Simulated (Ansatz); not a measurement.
## Ansatz (development build ahead of 0.2.0) run

```yaml
crystal:
  periodic: [false, false, false]
  atoms:
    - { symbol: Sm, position_ang: [0.0, 0.0, 0.0] }
    - { symbol: O, position_ang: [0.0, 1.54509, 0.98433] }
    - { symbol: Cl, position_ang: [0.0, -2.14981, 1.36958] }
basis:
  gaussian: { orbitals: def2-TZVPP }
magnetization:
  spin_polarized: true
  initial_magnetization: 5
hamiltonian:
  xc: pbe0
```

The input is written out in the form of the current development build from the run's settings. The basis set brings a core potential for Sm, so the total leaves out those core electrons.

Output:

* Converged: yes
* Total energy: -1193.29976 hartree
* Spin squared of the determinant: 8.834
* Stability test: minimum

Caution: other spin multiplicities were not run.
